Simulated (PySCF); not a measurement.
H5GeO4 (cation, charge +1), SMILES [OH][Ge]([OH])([OH])[OH2+], PBE0/def2-SVP optimised geometry.

```
10

O     -1.04    -1.66    -1.46
Ge    -1.01    -0.74     0.00
O     -1.33    -1.53     1.49
O     -1.41     0.93     0.00
O      0.95    -0.74     0.00
H     -1.70    -2.36    -1.53
H     -1.89    -1.05     2.12
H     -1.48     1.37    -0.86
H      1.39    -1.37    -0.59
H      1.48    -0.59     0.80
```

Density from PySCF 2.14.0 with PBE0/def2-TZVP at that geometry.

Minimum of the electron density along straight lines between bonded atoms, close to the bond critical point (lines longer than 1.1 times the sum of covalent radii, or with two minima, are not listed):

| bond | length / Å | ρ at the minimum / e bohr⁻³ | ∇²ρ there / e bohr⁻⁵ | position (fraction from the first atom) |
|---|---|---|---|---|
| O1–Ge2 | 1.722 | 0.165 | 0.78 | 0.52 |
| Ge2–O3 | 1.717 | 0.167 | 0.80 | 0.48 |
| Ge2–O4 | 1.715 | 0.167 | 0.81 | 0.48 |
| Ge2–O5 | 1.960 | 0.089 | 0.34 | 0.47 |
| O1–H6 | 0.968 | 0.344 | -2.40 | 0.82 |
| O3–H7 | 0.969 | 0.344 | -2.39 | 0.82 |
| O4–H8 | 0.968 | 0.345 | -2.39 | 0.82 |
| O5–H9 | 0.974 | 0.339 | -2.43 | 0.82 |
| O5–H10 | 0.972 | 0.340 | -2.44 | 0.82 |
